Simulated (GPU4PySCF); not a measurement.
A structure optimised at PBE-D3(BJ)/def2-TZVP, used in a GPU4PySCF frequency run:

```xyz
25

O     -0.0006     1.2728    -2.0573
S      0.0000     0.0000    -1.3470
O      0.0006    -1.2728    -2.0573
C     -1.4020    -0.0006    -0.2333
C     -1.9355    -1.2190     0.1927
C     -3.0245    -1.2134     1.0645
C     -3.5671    -0.0014     1.5001
C     -3.0295     1.2110     1.0594
C     -1.9405     1.2174     0.1876
C      1.4020     0.0006    -0.2333
C      1.9405    -1.2174     0.1876
C      3.0295    -1.2110     1.0594
C      3.5671     0.0014     1.5001
C      3.0245     1.2134     1.0645
C      1.9355     1.2190     0.1927
H     -1.5095    -2.1519    -0.1771
H     -3.4549    -2.1582     1.3996
H     -4.4195    -0.0017     2.1813
H     -3.4638     2.1554     1.3905
H     -1.5181     2.1504    -0.1861
H      1.5181    -2.1504    -0.1861
H      3.4638    -2.1554     1.3905
H      4.4195     0.0017     2.1813
H      3.4549     2.1582     1.3996
H      1.5095     2.1519    -0.1771
```
Charge 0, spin multiplicity 1.

**Question.** Write its SMILES, formula and point group.

**Answer.** O=S(=O)(c1ccccc1)c1ccccc1, C12H10O2S, C2

**Question.** What are its rotational constants (standard atomic weights)?

**Answer.** 0.91352, 0.38829, 0.36294 GHz
